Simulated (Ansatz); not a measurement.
Cost and result for the atomization energy of C₄H₁₂Al₂F₂ (`C[CH2][Al@H-]1[F+][Al@@H-]([CH2]C)[F+]1`) (20 atoms, 20 bonds).

Z-matrix (Å, degrees):
```
Al
Al 1 2.805
C 1 1.945 2 117.3
F 1 1.833 2 40.1 3 89.6
F 1 1.833 2 40.1 3 -89.6
H 1 1.577 2 114.9 3 180.0
C 2 1.949 1 118.9 3 0.0
H 2 1.578 1 114.4 3 -180.0
C 3 1.530 1 115.6 2 -0.0
H 3 1.098 1 108.0 2 -123.7
H 3 1.098 1 108.0 2 123.7
C 7 1.531 2 114.6 1 -179.8
H 7 1.097 2 108.5 1 -56.5
H 7 1.097 2 108.5 1 56.9
H 9 1.094 3 111.7 1 59.8
H 9 1.094 3 112.1 1 180.0
H 9 1.094 3 111.7 1 -59.9
H 12 1.094 7 112.1 2 -180.0
H 12 1.094 7 111.8 2 59.8
H 12 1.094 7 111.8 2 -59.7
```

The species carries charge 0 and has multiplicity 1. The geometry is a stationary point of PBE0-D4/def2-TZVP. It is one conformer, not always the lowest. Program: Ansatz. All runs use 2 threads of an AMD EPYC 7R13 on a shared host and a share of an NVIDIA H100 80 GB. Times are those of one run each, without the atoms' runs, and a repeat can differ threefold. Electronic energies, without spin–orbit coupling; frozen cores. CCSD(T)/CBS adds CCSD(T) − MP2 in def2-TZVPP to the MP2 limit, and its time is that of the two runs behind it. T1 = 0.010. B3LYP takes the VWN-RPA correlation (the form of Gaussian; ORCA's B3LYP/G).

CCSD(T)/CBS is a level of theory with its own doubt, some kJ/mol a heavy atom from the limit and from the frozen cores, so smaller differences don't rank the functionals.

| level | functions | wall time |
| --- | --- | --- |
| CCSD(T)/def2-SVP | 180 | 2.1 s |
| CAM-B3LYP-D4/def2-TZVPP | 438 | 2.3 s |
| r2SCANh-D4/def2-TZVPP | 438 | 2.5 s |
| B2PLYP/def2-TZVPP | 438 | 2.6 s |
| B3LYP-D4/def2-TZVPP (with forces) | 438 | 2.7 s |
| PBE-QIDH/def2-TZVPP | 438 | 2.7 s |
| LDA (SPW92)/def2-TZVPP | 438 | 2.8 s |
| BLYP-D4/def2-TZVPP | 438 | 2.8 s |
| ωB97X-V/def2-TZVPP | 438 | 3.4 s |
| ωB97M-V/def2-TZVPP (with forces) | 438 | 4.6 s |
| MP2/def2-QZVPP | 842 | 5.5 s |
| CCSD(T)/def2-TZVPP | 438 | 19 s |
| CCSD(T)/CBS(def2) | – | 24 s |

(1) What atomization energy does each give, and how far from CCSD(T)/CBS? (Best estimate.)

Answers

(1) The calculation gave: 
```tsv
level	atomization (kJ/mol)	difference from CCSD(T)/CBS	per bond
CCSD(T)/def2-SVP	7280.9	-308.3	-15.4
CAM-B3LYP-D4/def2-TZVPP	7601.9	12.7	0.6
r2SCANh-D4/def2-TZVPP	7556.1	-33.1	-1.7
B2PLYP/def2-TZVPP	7485.0	-104.2	-5.2
B3LYP-D4/def2-TZVPP (with forces)	7547.9	-41.3	-2.1
PBE-QIDH/def2-TZVPP	7524.3	-64.9	-3.2
LDA (SPW92)/def2-TZVPP	8474.6	885.4	44.3
BLYP-D4/def2-TZVPP	7498.2	-91.0	-4.5
ωB97X-V/def2-TZVPP	7577.5	-11.7	-0.6
ωB97M-V/def2-TZVPP (with forces)	7583.3	-5.9	-0.3
MP2/def2-QZVPP	7613.5	24.3	1.2
CCSD(T)/def2-TZVPP	7417.1	-172.1	-8.6
CCSD(T)/CBS(def2)	7589.2	0.0	0.0
```

In def2-TZVPP, CCSD(T) changes the Hartree–Fock value by +1613.9 kJ/mol (the triples alone add +82.0 kJ/mol) and MP2 by +1706.2 kJ/mol; breaking electron pairs costs correlation energy, which Hartree–Fock lacks. At CCSD(T), def2-SVP lies −308.4 kJ/mol from the extrapolated value and def2-TZVPP −172.1 kJ/mol: correlation converges slowly with the basis, and small sets miss more of it in the bonded molecule than in its fragments. The D4 term adds +68.9 kJ/mol with B3LYP and +37.4 kJ/mol with PBE0; it sums over pairs of atoms, weighted by their polarisabilities, and B3LYP, whose exchange is more repulsive, gets the larger term.
